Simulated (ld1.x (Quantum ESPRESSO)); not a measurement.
## Varying the ultrasoft potential for Si

Base potential:

silicon, ultrasoft, made with ld1.x (Quantum ESPRESSO) 7.5 (LDA (PZ), non-relativistic). Core [Ne], reference 3s1 3p3. Waves: 3s (bound): rcut 1.60, rcutus 1.75 bohr; 3s channel at 1.1 Ry: rcut 1.60, rcutus 1.75 bohr; 3p (bound): rcut 1.65, rcutus 2.00 bohr; 3p channel at 0.55 Ry: rcut 1.65, rcutus 2.00 bohr; 3d channel at 0.25 Ry: rcut 1.60, rcutus 2.05 bohr; 3d channel at 2.75 Ry: rcut 1.60, rcutus 2.05 bohr. Local part: all-electron potential smoothed inside 1.45 bohr (lloc = -1). Core correction: Bessel-smoothed model core, default radius (core density twice the valence density). Augmentation charge: built from norm-conserving waves at rcut, not smoothed further.

All-electron outer shells of the reference configuration (LDA (PZ), non-relativistic, ld1.x):

```tsv
shell	level (eV)	outermost node (bohr)	outermost maximum (bohr)
2p	-97.20	–	0.39
3s	-11.58	0.72	1.75
3p	-4.75	0.72	2.11
```

Cutoffs, loose and tight: the cutoffs (Ry, on a coarse ladder) from which the occupation-weighted sum of valence levels, in a spherical-Bessel basis at the reference potential, stays within 10 and 1 mRy of its value at 400 Ry. They do not see the model core or the augmentation charge, which bear on the density cutoff. Test errors are all-electron minus pseudo excitation energies from the reference, over the configurations 3s2 3p2; 3s2 3p1; 3s2 3p0; 3s1 3p0; 3s2 3p2.3; 3s0 3p4; 3s1 3p2 (two spin-polarised tests are not counted in the largest error). A dash means not determined; rows that change the core or the reference have their own tests.

A true bound ghost makes a file unfit for plane-wave use even where its test errors are small: the radial tests pick states by their node count and pass the ghost by.

| change | outcome | cutoff, loose | cutoff, tight | bound ghosts | largest test error (meV) |
| --- | --- | --- | --- | --- | --- |
| base | generated | 10 Ry | 15 Ry | none | +39 |
| waves 3p (bound): rcut 1.65, rcutus 1.94 bohr; 3p channel at 0.55 Ry: rcut 1.65, rcutus 1.94 bohr | generated | 10 Ry | 15 Ry | none | +39 |
| waves 3p (bound): rcut 1.65, rcutus 2.14 bohr; 3p channel at 0.55 Ry: rcut 1.65, rcutus 2.14 bohr | generated | 10 Ry | 15 Ry | none | +39 |
| waves 3p (bound): rcut 1.65, rcutus 2.48 bohr; 3p channel at 0.55 Ry: rcut 1.65, rcutus 2.48 bohr | generated | 10 Ry | 12 Ry | none | +39 |
| waves 3p (bound): rcut 1.65, rcutus 2.62 bohr; 3p channel at 0.55 Ry: rcut 1.65, rcutus 2.62 bohr | generated | 10 Ry | 12 Ry | none | +39 |

Question: What comes out with this change to the base: waves 3p (bound): rcut 1.28, rcutus 1.36 bohr; 3p channel at 0.55 Ry: rcut 1.28, rcutus 1.36 bohr?

Answer: outcome: generated; cutoff, loose: 30 Ry; cutoff, tight: 30 Ry; bound ghosts: p; largest test error (meV): +1.5.

Question: What comes out with this change to the base: waves 3p (bound): rcut 1.56, rcutus 1.66 bohr; 3p channel at 0.55 Ry: rcut 1.56, rcutus 1.66 bohr?

Answer: outcome: generated; cutoff, loose: 8 Ry; cutoff, tight: 15 Ry; bound ghosts: none; largest test error (meV): +30.

Question: What comes out with this change to the base: waves 3p (bound): rcut 1.65, rcutus 2.94 bohr; 3p channel at 0.55 Ry: rcut 1.65, rcutus 2.94 bohr?

Answer: outcome: generated; cutoff, loose: 8 Ry; cutoff, tight: 12 Ry; bound ghosts: none; largest test error (meV): +39.

Reading the sweep of the p radius (base included, trends over the rows without a ghost): The loose cutoff stays near 10 Ry. The median size of the test errors (rows with all tests solved) stays near 0.8 meV. Bound ghosts are found at 1.36 bohr.
